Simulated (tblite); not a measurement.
Compound: CH6ClFSi2.
Atom-mapped SMILES: `[F:1][SiH2:2][SiH2:3][CH2:4][Cl:5]` (hydrogens: H6, H7 on Si2; H8, H9 on Si3; H10, H11 on C4)

The geometry is computed with GFN2-xTB (gas phase).

Some entries are withheld. Bonds in one row agree within 0.01 Å.

```csv
coordinate,value
F1–Si2,?
Si2–Si3,?
Si3–C4,1.916 Å
C4–Cl5,?
"Si2–H6, Si2–H7",1.459 Å
"Si3–H8, Si3–H9",1.468 Å
"C4–H10, C4–H11",1.088 Å
F1–Si2–Si3,108.2°
F1–Si2–H6,102.7°
F1–Si2–H7,102.0°
Si3–Si2–H6,?
Si3–Si2–H7,?
H6–Si2–H7,109.2°
Si2–Si3–C4,109.5°
Si2–Si3–H8,?
Si2–Si3–H9,?
C4–Si3–H8,106.6°
C4–Si3–H9,106.0°
H8–Si3–H9,107.8°
Si3–C4–Cl5,109.4°
Si3–C4–H10,?
Cl5–C4–H10,106.5°
Cl5–C4–H11,106.4°
```

Question: Estimate the withheld lengths and angles.

Answer: 
- F1–Si2 = 1.616 Å, drawn single (silicon-bound fluorine to fluorine-bound silicon); 0.06 Å below the sum of covalent radii, 1.68 Å.
- Si2–Si3 = 2.312 Å, drawn single (fluorine-bound silicon to SiH2 silicon); 0.09 Å above the sum of covalent radii, 2.22 Å.
- C4–Cl5 = 1.787 Å, drawn single (sp3 C–Cl carbon to alkyl chlorine); 0.01 Å above the sum of covalent radii, 1.78 Å.
- Si3–Si2–H6 = 115.1°, at the fluorine-bound silicon; the outer atoms are 3.214 Å apart.
- Si3–Si2–H7 = 117.7°, at the fluorine-bound silicon; the outer atoms are 3.258 Å apart.
- Si2–Si3–H8 = 111.7°, at the SiH2 silicon; the outer atoms are 3.163 Å apart.
- Si2–Si3–H9 = 114.8°, at the SiH2 silicon; the outer atoms are 3.216 Å apart.
- Si3–C4–H10 = 112.8°, at the sp3 C–Cl carbon; the outer atoms are 2.544 Å apart.

Radii are Cordero's, carbon taken as 0.76, 0.73 or 0.69 Å for four, three, and two or fewer neighbours.

Its lowest GFN2-xTB frequency is 14i cm⁻¹, too small to tell a flat minimum from a shallow saddle. One conformer, not necessarily the lowest (F1–Si2–Si3–C4 55°, Si2–Si3–C4–Cl5 177°).
